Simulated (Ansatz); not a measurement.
Calculated with Ansatz (gas phase, PBE0-D4/def2-TZVP geometries, no zero-point term in ΔE). CBS: MP2 limit from def2 TZ/QZ plus the TZ coupled-cluster correction, frozen cores. This one scheme is used for every species. DFT in def2-TZVPP. For Br outer-core shells are correlated without core-valence functions, which leaves a few kJ/mol of doubt a bond. Scalar relativity is left out up to krypton. One conformer a species, not always the lowest.

`[F][AlH][O][SiH3]` + HBr → `[SiH3][O][AlH][Br]` + H–F  (ligand exchange at the Al–F bond)

| species | r2SCAN0-D4 energy (Eh) |
| --- | --- |
| `[F][AlH][O][SiH3]` | -709.49845 |
| HBr | -2574.74036 |
| `[SiH3][O][AlH][Br]` | -3183.79747 |
| H–F | -100.43391 |

Problem. Work out ΔE.

Solution. ΔE = (-3183.79747) + (-100.43391) − (-709.49845) − (-2574.74036) = 0.00743 Eh = +19.5 kJ/mol. CCSD(T)/CBS gives +20.0 kJ/mol.

Largest T1 diagnostic among the species: 0.012.

At CCSD(T), def2-SVP lies +13.2 kJ/mol from the extrapolated value and def2-TZVPP +3.9 kJ/mol. From PBE to PBE0 (25 % exact exchange), in def2-TZVPP and without D4, ΔE moves by −4.9 kJ/mol.
